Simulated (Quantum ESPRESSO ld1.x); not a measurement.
Values are calculated unless marked as measured or tabulated.
One sound ld1.x (Quantum ESPRESSO 7.5) input for the oxygen ion O+ gives E = -73.917 hartree in 15 iterations:

```
 &input
    zed=8.0,
    iswitch=1,
    rel=2,
    dft='PZ',
    config='[He] 2s2 2p3',
    verbosity='high',
    lsmall=.true.,
    prefix='ld1',
    max_out_wfc=37,
    file_charge='ld1.rho',
 /
```

Changed or added lines, one case at a time, and what came of them:

- config='[He] 2s2 2p3 3d-1': harmless. A negative occupation marks a state as unused; the result equals that of the sound run.
- config='[He] 2s2 2p3 3p3': not converged. The string holds 10 electrons for Z = 8, so the species has charge -2 and is not the one meant. The extra electrons are not bound, and the cycle does not converge.
- config='[Zn] 2s2 2p3': refused. The program stops in el_config with "wrong core: Zn": the cores known are He, Ne, Ar, Kr, Xe, Hg and Rn.
- config='[He] 2s2 2p3 8s1': refused. The program stops in el_config with "wrong main quantum number": the config string takes n from 1 to 7 alone.
- dft='LDA+U': refused. The program stops in set_dft_from_name with "LDA+U: unrecognized dft": the name is not a functional that the program knows.
- atom='D2' (without zed): crashed. The program stops in dirsol with "no classical turning point found": the symbol names no element.
- rmax=2.0: not converged. The mesh cuts the orbital tails; the cycle ends with warnings and the numbers are not to be used.
